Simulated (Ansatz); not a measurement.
C$_{2}$H$_{8}$SiSn (`[SiH3][CH]1[CH2][SnH2]1`). Charge 0, multiplicity 1. Sn takes the def2 core potential. All single points use the PBE0-D4/def2-TZVP geometry.

```xyz
12

Si    0.867   -0.927   -1.000
C     0.592    0.380    0.309
C     0.013    0.145    1.525
Sn   -2.027    0.893    0.355
H     0.554   -0.434   -2.361
H     2.316   -1.283   -0.966
H     0.074   -2.133   -0.654
H     1.011    1.370    0.142
H     0.060    0.872    2.330
H    -0.316   -0.852    1.806
H    -1.864   -0.258   -0.970
H    -1.281    2.226   -0.519
```

What is the dipole moment at PBE/def2-TZVPP? (Estimate.)

Ansatz gave: 1.52 D, with components (0.77, -0.01, 1.31) D in this frame, pointing from negative to positive charge.

And with r2SCAN, B3LYP, ωB97M-V? (Estimate.)

Computed: r2SCAN 1.64 D, B3LYP 1.72 D, ωB97M-V 1.85 D.

Give the Mulliken charges with PBE, B3LYP, r2SCAN in def2-TZVPP. (Estimate.)

Ansatz gave: 
| atom | PBE | B3LYP | r2SCAN |
| --- | --- | --- | --- |
| Si1 | 0.21 | 0.29 | 0.31 |
| C2 | -0.20 | -0.21 | -0.22 |
| C3 | -0.30 | -0.34 | -0.26 |
| Sn4 | 0.25 | 0.30 | 0.27 |
| H5 | -0.03 | -0.04 | -0.05 |
| H6 | -0.06 | -0.07 | -0.08 |
| H7 | -0.04 | -0.06 | -0.06 |
| H8 | 0.14 | 0.14 | 0.12 |
| H9 | 0.17 | 0.17 | 0.15 |
| H10 | 0.16 | 0.16 | 0.15 |
| H11 | -0.14 | -0.18 | -0.17 |
| H12 | -0.15 | -0.18 | -0.17 |

B3LYP here is the variant with VWN-RPA as its local correlation; programs differ in this.
